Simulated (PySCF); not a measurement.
F$_{2}$, charge +1, doublet, geometry from GFN2-xTB (a state made from the parent by changing its charge; the spin is typed, not shown lowest); SVWN5/def2-TZVP in PySCF.

PySCF was given this input:
```python
from pyscf import gto, scf, dft

mol = gto.M(
    atom='''
F    -0.00000000   -0.00000000   -0.64677315
F     0.00000000    0.00000000    0.64677315
''',
    basis='def2-tzvp',
    charge=1,
    spin=1,
    verbose=4,
)

mf = dft.UKS(mol)
mf.xc = 'lda,vwn'
mf.init_guess = 'vsap'
mf.kernel()
mf.analyze()
```

It wrote (shortened):

```
PySCF version 2.14.0

[INPUT] verbose = 4
[INPUT] num. atoms = 2
[INPUT] num. electrons = 17
[INPUT] charge = 1
[INPUT] spin (= nelec alpha-beta = 2S) = 1
[INPUT] symmetry False subgroup None
[INPUT] Mole.unit = angstrom
[INPUT] Symbol           X                Y                Z      unit          X                Y                Z       unit  Magmom
[INPUT]  1 F      0.000000000000   0.000000000000  -0.646773150000 AA    0.000000000000   0.000000000000  -1.222224118222 Bohr   0.0
[INPUT]  2 F      0.000000000000   0.000000000000   0.646773150000 AA    0.000000000000   0.000000000000   1.222224118222 Bohr   0.0

nuclear repulsion = 33.1363122329058
number of shells = 22
number of NR pGTOs = 92
number of NR cGTOs = 62
basis = def2-tzvp
ecp = {}

******** <class 'pyscf.dft.uks.UKS'> ********
method = UKS
initial guess = vsap
damping factor = 0
level_shift factor = 0
DIIS = <class 'pyscf.scf.diis.CDIIS'>
diis_start_cycle = 1
diis_space = 8
diis_damp = 0
SCF conv_tol = 1e-09
SCF conv_tol_grad = None
SCF max_cycles = 50
direct_scf = True
direct_scf_tol = 1e-13
number electrons alpha = 9  beta = 8
XC library pyscf.dft.libxc version 7.1.2
    S. Lehtola, C. Steigemann, M. J. T. Oliveira, and M. A. L. Marques,  SoftwareX 7, 1–5 (2018)
XC functionals = lda,vwn
    P. A. M. Dirac,  Math. Proc. Cambridge Philos. Soc. 26, 376 (1930)
    F. Bloch,  Z. Phys. 57, 545 (1929)
    S. H. Vosko, L. Wilk, and M. Nusair,  Can. J. Phys. 58, 1200 (1980)
radial grids:
    Treutler-Ahlrichs [JCP 102, 346 (1995); DOI:10.1063/1.469408] (M4) radial grids

becke partition: Becke, JCP 88, 2547 (1988); DOI:10.1063/1.454033
pruning grids: <function nwchem_prune>
grids dens level: 3
symmetrized grids: False
atomic radii adjust function: <function treutler_atomic_radii_adjust>
small_rho_cutoff = 0
Set gradient conv threshold to 3.16228e-05
tot grids = 28528

init E= -197.748535883065
cycle= 1 E= -197.755180347189  delta_E= -0.00664  |g|= 0.289  |ddm|= 0.906
cycle= 2 E= -197.75795555702  delta_E= -0.00278  |g|= 0.268  |ddm|= 0.886

cycle= 3 E= -197.773172193995  delta_E= -0.0152  |g|= 0.0753  |ddm|= 0.869
cycle= 4 E= -197.772429482842  delta_E= 0.000743  |g|= 0.0974  |ddm|= 0.866

cycle= 5 E= -197.772979546583  delta_E= -0.00055  |g|= 0.0817  |ddm|= 0.00756

cycle= 6 E= -197.773185268491  delta_E= -0.000206  |g|= 0.075  |ddm|= 0.866

cycle= 7 E= -197.773257089371  delta_E= -7.18e-05  |g|= 0.0725  |ddm|= 0.264

cycle= 8 E= -197.773259222473  delta_E= -2.13e-06  |g|= 0.0725  |ddm|= 0.73

cycle= 9 E= -197.773176234088  delta_E= 8.3e-05  |g|= 0.0753  |ddm|= 0.681

cycle= 10 E= -197.772964986229  delta_E= 0.000211  |g|= 0.0822  |ddm|= 0.865

cycle= 11 E= -197.773194109895  delta_E= -0.000229  |g|= 0.0747  |ddm|= 0.866

cycle= 12 E= -197.773093726618  delta_E= 0.0001  |g|= 0.0781  |ddm|= 0.00261
cycle= 13 E= -197.772144453885  delta_E= 0.000949  |g|= 0.105  |ddm|= 0.866
cycle= 14 E= -197.771924088753  delta_E= 0.00022  |g|= 0.11  |ddm|= 0.866
cycle= 15 E= -197.770531254226  delta_E= 0.00139  |g|= 0.139  |ddm|= 0.866
cycle= 16 E= -197.771918505531  delta_E= -0.00139  |g|= 0.11  |ddm|= 0.866

cycle= 17 E= -197.773114119343  delta_E= -0.0012  |g|= 0.0774  |ddm|= 0.084

cycle= 18 E= -197.772693401331  delta_E= 0.000421  |g|= 0.0903  |ddm|= 0.859

cycle= 19 E= -197.77302533485  delta_E= -0.000332  |g|= 0.0803  |ddm|= 0.00853

cycle= 20 E= -197.772690854339  delta_E= 0.000334  |g|= 0.0903  |ddm|= 0.863
cycle= 21 E= -197.770017816536  delta_E= 0.00267  |g|= 0.148  |ddm|= 0.03
cycle= 22 E= -197.771916286347  delta_E= -0.0019  |g|= 0.11  |ddm|= 0.866

cycle= 23 E= -197.772792214459  delta_E= -0.000876  |g|= 0.0874  |ddm|= 0.0584
cycle= 24 E= -197.770106170632  delta_E= 0.00269  |g|= 0.146  |ddm|= 0.859
cycle= 25 E= -197.769889644338  delta_E= 0.000217  |g|= 0.15  |ddm|= 0.00152
cycle= 26 E= -197.77020238707  delta_E= -0.000313  |g|= 0.145  |ddm|= 0.00642
cycle= 27 E= -197.770288308635  delta_E= -8.59e-05  |g|= 0.143  |ddm|= 0.864
cycle= 28 E= -197.771412471308  delta_E= -0.00112  |g|= 0.121  |ddm|= 0.0159
cycle= 29 E= -197.770821319754  delta_E= 0.000591  |g|= 0.133  |ddm|= 0.065

cycle= 30 E= -197.765702115231  delta_E= 0.00512  |g|= 0.21  |ddm|= 0.866

cycle= 31 E= -197.772456045821  delta_E= -0.00675  |g|= 0.0967  |ddm|= 0.864
cycle= 32 E= -197.769021792572  delta_E= 0.00343  |g|= 0.164  |ddm|= 0.864
cycle= 33 E= -197.769756243025  delta_E= -0.000734  |g|= 0.152  |ddm|= 0.00503
cycle= 34 E= -197.770109228273  delta_E= -0.000353  |g|= 0.146  |ddm|= 0.00195
cycle= 35 E= -197.76952869702  delta_E= 0.000581  |g|= 0.156  |ddm|= 0.00376

cycle= 36 E= -197.772506467887  delta_E= -0.00298  |g|= 0.0954  |ddm|= 0.866
cycle= 37 E= -197.771658146416  delta_E= 0.000848  |g|= 0.116  |ddm|= 0.866
cycle= 38 E= -197.770548135105  delta_E= 0.00111  |g|= 0.138  |ddm|= 0.866
cycle= 39 E= -197.772123997456  delta_E= -0.00158  |g|= 0.105  |ddm|= 0.0444
cycle= 40 E= -197.770831477011  delta_E= 0.00129  |g|= 0.133  |ddm|= 0.0151
cycle= 41 E= -197.771407076973  delta_E= -0.000576  |g|= 0.121  |ddm|= 0.00449
cycle= 42 E= -197.768569669973  delta_E= 0.00284  |g|= 0.171  |ddm|= 0.867
cycle= 43 E= -197.769184739531  delta_E= -0.000615  |g|= 0.162  |ddm|= 0.00298
cycle= 44 E= -197.769889926983  delta_E= -0.000705  |g|= 0.15  |ddm|= 0.00362

cycle= 45 E= -197.758180435441  delta_E= 0.0117  |g|= 0.287  |ddm|= 0.0428

cycle= 46 E= -197.765715355863  delta_E= -0.00753  |g|= 0.209  |ddm|= 0.0243
cycle= 47 E= -197.772230050209  delta_E= -0.00651  |g|= 0.103  |ddm|= 0.867
cycle= 48 E= -197.77229467871  delta_E= -6.46e-05  |g|= 0.101  |ddm|= 0.00332
cycle= 49 E= -197.771011834267  delta_E= 0.00128  |g|= 0.129  |ddm|= 0.00901
cycle= 50 E= -197.770282790179  delta_E= 0.000729  |g|= 0.143  |ddm|= 0.0049
SCF not converged.
SCF energy = -197.770282790179 after 50 cycles  <S^2> = 0.7513053  2S+1 = 2.0013049
**** SCF Summaries ****
Total Energy =                        -197.770282790179181
Nuclear Repulsion Energy =              33.136312232905766
One-electron Energy =                 -334.890021120238373
Two-electron Energy =                  103.983426097153441
Two-electron Coulomb Energy =          122.976519650698933
DFT Exchange-Correlation Energy =      -18.993093553545496
**** MO energy ****
                             alpha | beta                alpha | beta
MO #1   energy= -24.7521101072738  | -24.7338334652892  occ= 1 | 1
MO #2   energy= -24.7519703217159  | -24.7336988091264  occ= 1 | 1
MO #3   energy= -1.81679724798082  | -1.78808709228144  occ= 1 | 1
MO #4   energy= -1.47112665525263  | -1.43505630339183  occ= 1 | 1
MO #5   energy= -1.07668551463899  | -1.05386863537003  occ= 1 | 1
MO #6   energy= -1.02079025333015  | -0.962894290360546 occ= 1 | 1
MO #7   energy= -0.976857194539173 | -0.958357876983847 occ= 1 | 1
MO #8   energy= -0.857673438977806 | -0.791001515671734 occ= 1 | 1
MO #9   energy= -0.809762068266754 | -0.78820656305398  occ= 1 | 0
MO #10  energy= -0.62948578838887  | -0.603704026623021 occ= 0 | 0
MO #11  energy= 0.0332471711843533 | 0.0417941248839902 occ= 0 | 0
MO #12  energy= 0.0784414026079101 | 0.0944207679746523 occ= 0 | 0
MO #13  energy= 0.0876707853732198 | 0.0965413756772763 occ= 0 | 0
MO #14  energy= 0.0948888973546445 | 0.100170350604589  occ= 0 | 0
MO #15  energy= 0.190386917668614  | 0.194775925446359  occ= 0 | 0
MO #16  energy= 0.226994628135741  | 0.243614966909555  occ= 0 | 0
MO #17  energy= 0.23953325033091   | 0.244229554752751  occ= 0 | 0

To work with the spin densities directly, `use mulliken_meta_spin()` only printing them here.

 ** Mulliken spin pop alpha/beta on meta-lowdin orthogonal AOs **
 ** Mulliken Spin Density (per AO)  **
spin_pop of  0 F 1s       -0.00001
spin_pop of  0 F 2s        0.00169
spin_pop of  0 F 3s        0.00005
spin_pop of  0 F 4s       -0.00002
spin_pop of  0 F 5s        0.00000
spin_pop of  0 F 2px       0.40470
spin_pop of  0 F 2py       0.09150
spin_pop of  0 F 2pz      -0.00226
spin_pop of  0 F 3px       0.00170
spin_pop of  0 F 3py       0.00246
spin_pop of  0 F 3pz       0.00054
spin_pop of  0 F 4px       0.00003
spin_pop of  0 F 4py       0.00003
spin_pop of  0 F 4pz       0.00002
spin_pop of  0 F 3dxy      0.00004
spin_pop of  0 F 3dyz     -0.00014
spin_pop of  0 F 3dz^2    -0.00006
spin_pop of  0 F 3dxz     -0.00007
spin_pop of  0 F 3dx2-y2    0.00002
spin_pop of  0 F 4dxy      0.00000
spin_pop of  0 F 4dyz     -0.00001
spin_pop of  0 F 4dz^2     0.00000
spin_pop of  0 F 4dxz     -0.00001
spin_pop of  0 F 4dx2-y2    0.00000
spin_pop of  0 F 4f-3      0.00001
spin_pop of  0 F 4f-2      0.00000
spin_pop of  0 F 4f-1     -0.00003
spin_pop of  0 F 4f+0     -0.00003
spin_pop of  0 F 4f+1     -0.00001
spin_pop of  0 F 4f+2      0.00000
spin_pop of  0 F 4f+3      0.00001
spin_pop of  1 F 1s       -0.00001
spin_pop of  1 F 2s        0.00169
spin_pop of  1 F 3s        0.00005
spin_pop of  1 F 4s       -0.00002
spin_pop of  1 F 5s        0.00000
spin_pop of  1 F 2px       0.40441
spin_pop of  1 F 2py       0.09144
spin_pop of  1 F 2pz      -0.00225
spin_pop of  1 F 3px       0.00170
spin_pop of  1 F 3py       0.00246
spin_pop of  1 F 3pz       0.00054
spin_pop of  1 F 4px       0.00003
spin_pop of  1 F 4py       0.00003
spin_pop of  1 F 4pz       0.00002
spin_pop of  1 F 3dxy      0.00004
spin_pop of  1 F 3dyz     -0.00014
spin_pop of  1 F 3dz^2    -0.00006
spin_pop of  1 F 3dxz     -0.00007
spin_pop of  1 F 3dx2-y2    0.00002
spin_pop of  1 F 4dxy      0.00000
spin_pop of  1 F 4dyz     -0.00001
spin_pop of  1 F 4dz^2     0.00000
spin_pop of  1 F 4dxz     -0.00001
spin_pop of  1 F 4dx2-y2    0.00000
spin_pop of  1 F 4f-3      0.00001
spin_pop of  1 F 4f-2      0.00000
spin_pop of  1 F 4f-1     -0.00003
spin_pop of  1 F 4f+0     -0.00003
spin_pop of  1 F 4f+1     -0.00001
spin_pop of  1 F 4f+2      0.00000
spin_pop of  1 F 4f+3      0.00001
 ** Mulliken Spin Density (per atom)  **
spin density of  0 F =      0.50017
spin density of  1 F =      0.49983
 ** Mulliken pop alpha/beta on meta-lowdin orthogonal AOs **
 ** Mulliken pop       alpha | beta **
In total             9.00000 | 8.00000
 ** Mulliken atomic charges   ( Nelec_alpha | Nelec_beta ) **
charge of  0F =      0.50029  (     4.49994      3.99977 )
charge of  1F =      0.49971  (     4.50006      4.00023 )

WARN: System has nonzero charge 1; the dipole moment is origin-dependent.
Location of origin: [0. 0. 0.]

Dipole moment(X, Y, Z, Debye):  0.00000, -0.00000, -0.00187
```

Convergence was not reached.
